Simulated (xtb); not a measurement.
C2H6Si, triplet, from a rough starting geometry (the spin is typed, not shown lowest); GFN2-xTB in xtb.

xtb was given this input:
```
$ xtb mol.xyz --gfn 2 --uhf 2 --opt vtight --json

# file mol.xyz
9

Si    -0.01820879     0.04236597     1.27497958
C      0.60037809     1.34141904     0.02725945
H      0.13366311     2.31322824     0.24856403
H      0.38780949     1.06149122    -1.01795395
H      1.61680247     1.53731897     0.15399325
C     -0.62500138    -1.32887859    -0.00186973
H      0.21677792    -1.81830217    -0.44695113
H     -1.28557296    -0.96135391    -0.77596561
H     -1.14494171    -2.12085614     0.55718161
```

Problem. Predict the main parts of the log of this xtb run.

Solution. 
```
   ID    Z sym.   atoms
    1   14 Si     1
    2    6 C      2, 6
    3    1 H      3-5, 7-9

           -------------------------------------------------
          |                Calculation Setup                |
           -------------------------------------------------

           -------------------------------------------------
          |                 G F N 2 - x T B                 |
           -------------------------------------------------

          ...................................................
          :                      SETUP                      :
          :.................................................:
          :  # basis functions                  24          :
          :  # atomic orbitals                  23          :
          :  # shells                           13          :
          :  # electrons                        18          :
          :  max. iterations                   250          :
          :  Hamiltonian                  GFN2-xTB          :
          :  restarted?                      false          :
          :  GBSA solvation                  false          :
          :  PC potential                    false          :
          :  electronic temp.          300.0000000     K    :
          :  accuracy                    1.0000000          :
          :  -> integral cutoff          0.2500000E+02      :
          :  -> integral neglect         0.1000000E-07      :
          :  -> SCF convergence          0.1000000E-05 Eh   :
          :  -> wf. convergence          0.1000000E-03 e    :
          :  Broyden damping             0.4000000          :
          :  net charge                          0          :
          :  unpaired electrons                  2          :
          ...................................................

 iter      E             dE          RMSdq      gap      omega  full diag
   1     -9.0176271 -0.901763E+01  0.356E+00    2.22       0.0  T
   2     -9.0349890 -0.173619E-01  0.336E+00    2.16       1.0  T
   3     -9.0374223 -0.243335E-02  0.230E+00    2.18       1.0  T
   4     -9.0377622 -0.339859E-03  0.473E-01    2.27       1.0  T
   5     -9.0378269 -0.647214E-04  0.188E-01    2.29       1.0  T
   6     -9.0378463 -0.193770E-04  0.673E-02    2.30       1.0  T
   7     -9.0378582 -0.118863E-04  0.179E-02    2.30       1.9  T
   8     -9.0378585 -0.269363E-06  0.171E-02    2.30       1.9  T
   9     -9.0378586 -0.184473E-06  0.269E-03    2.30      12.4  T
[...]
 * total energy  :    -8.9213707 Eh     change       -0.3406758E-05 Eh
 * total energy  :    -8.9213738 Eh     change       -0.3063762E-05 Eh
 * total energy  :    -8.9213766 Eh     change       -0.2804577E-05 Eh
 * total energy  :    -8.9213790 Eh     change       -0.2402227E-05 Eh
 * total energy  :    -8.9213809 Eh     change       -0.1923814E-05 Eh
 * total energy  :    -8.9213823 Eh     change       -0.1406524E-05 Eh
 * total energy  :    -8.9213833 Eh     change       -0.9556764E-06 Eh
 * total energy  :    -8.9213839 Eh     change       -0.6468978E-06 Eh
 * total energy  :    -8.9213841 Eh     change       -0.1930670E-06 Eh
 * total energy  :    -8.9213843 Eh     change       -0.1313221E-06 Eh
 * total energy  :    -8.9213844 Eh     change       -0.1119294E-06 Eh
 * total energy  :    -8.9213844 Eh     change       -0.7917600E-07 Eh
   *** GEOMETRY OPTIMIZATION CONVERGED AFTER 45 ITERATIONS ***
         :: total energy              -8.921384443568 Eh    ::
[...]
     3   1 H        0.925     0.017     2.778     2.606
     4   1 H        0.925     0.016     2.788     2.611
     5   1 H        0.925     0.016     2.789     2.611
     6   6 C        3.647    -0.163    24.051     7.047
     7   1 H        0.925     0.016     2.789     2.611
     8   1 H        0.925     0.016     2.788     2.611
     9   1 H        0.925     0.017     2.778     2.606

 Mol. C6AA /au·bohr⁶  :       1104.607105
 Mol. C8AA /au·bohr⁸  :      40800.128082
 Mol. α(0) /au        :         59.263826

Wiberg/Mayer (AO) data.
largest (>0.10) Wiberg bond orders for each atom

 ---------------------------------------------------------------------------
     #   Z sym  total        # sym  WBO       # sym  WBO       # sym  WBO
 ---------------------------------------------------------------------------
     1  14 Si   1.773 --     2 C    0.874     6 C    0.874
     2   6 C    3.967 --     3 H    0.999     5 H    0.992     4 H    0.992
                             1 Si   0.874     6 C    0.109
     3   1 H    1.000 --     2 C    0.999
     4   1 H    1.000 --     2 C    0.992
     5   1 H    1.000 --     2 C    0.992
     6   6 C    3.967 --     9 H    0.999     7 H    0.992     8 H    0.992
                             1 Si   0.874     2 C    0.109
     7   1 H    1.000 --     6 C    0.992
     8   1 H    1.000 --     6 C    0.992
     9   1 H    1.000 --     6 C    0.999
 ---------------------------------------------------------------------------

Topologies differ in total number of bonds
Writing topology from bond orders to xtbtopo.mol

molecular dipole:
                 x           y           z       tot (Debye)
 q only:       -0.149       0.067       0.355
   full:        0.118      -0.053      -0.282       0.789
molecular quadrupole (traceless):
                xx          xy          yy          xz          yz          zz
 q only:        0.261      -1.116      -1.785      -0.430       0.200       1.524
  q+dip:        0.594      -0.266       0.099       0.765      -0.339      -0.693
   full:        0.020       0.332       0.626       0.292      -0.133      -0.646

optimized geometry written to: xtbopt.xyz

           -------------------------------------------------
          | TOTAL ENERGY               -8.921384443568 Eh   |
          | GRADIENT NORM               0.000071996154 Eh/α |
          | HOMO-LUMO GAP               2.986126008737 eV   |
           -------------------------------------------------

normal termination of xtb
```
